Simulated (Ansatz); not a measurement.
Geometry optimisation, RKS BLYP/def2-SVP in Ansatz.

input.yaml

```yaml
crystal:
  periodic: [false, false, false]
  atoms:
    - { symbol: Ge, position_ang: [-0.008483, -0.847207, 0.996354] }
    - { symbol: O, position_ang: [0.147249, 1.470144, -1.129888] }
    - { symbol: O, position_ang: [0.648782, -1.452175, -0.412935] }
    - { symbol: H, position_ang: [0.618207, 0.631068, -1.314528] }
    - { symbol: H, position_ang: [0.843607, -0.297932, 2.185204] }
    - { symbol: H, position_ang: [-1.547351, -0.833014, 1.272678] }
    - { symbol: H, position_ang: [-0.701911, 1.329015, -1.596986] }
basis:
  gaussian: { orbitals: def2-SVP }
hamiltonian:
  xc: blyp
relax:
  f_tol: 0.03
  max_steps: 50
output:
  orbitals: {}
```

Command:

```bash
$ ansatz run input.yaml --threads 2 --pin off --max-ram 3072MiB --backend cpu --events-out ev --progress --plain --runs-dir out
```

Q: Where does it end, and by what steps?

A: The run converged. After 9 steps the energy has fallen by 0.281 eV; O2 moved furthest, 0.55 Å. Joined: Ge1–O2.

```csv
step,energy less start (eV),largest force component (eV/Å),accepted
0,0.0000,0.282,yes
1,-0.0717,0.677,yes
2,-0.1997,0.452,yes
3,-0.2429,0.529,yes
4,-0.2689,0.383,yes
5,-0.2706,0.407,yes
6,-0.2782,0.134,yes
7,-0.2780,0.155,no
8,-0.2803,0.037,yes
9,-0.2807,0.016,yes
```

```xyz
7
Properties=species:S:1:pos:R:3
Ge 0.019 -0.648 0.727
O 0.124 1.127 -0.706
O 0.752 -1.557 -0.481
H 0.585 0.447 -1.269
H 0.793 -0.011 1.927
H -1.534 -0.621 0.955
H -0.739 1.262 -1.154
```

Whether the end is a true minimum wasn't checked by a vibrational analysis.

Time of the run: 11 s on 2 threads of Arm Neoverse V1 (shared host), peak memory 0.14 GiB.
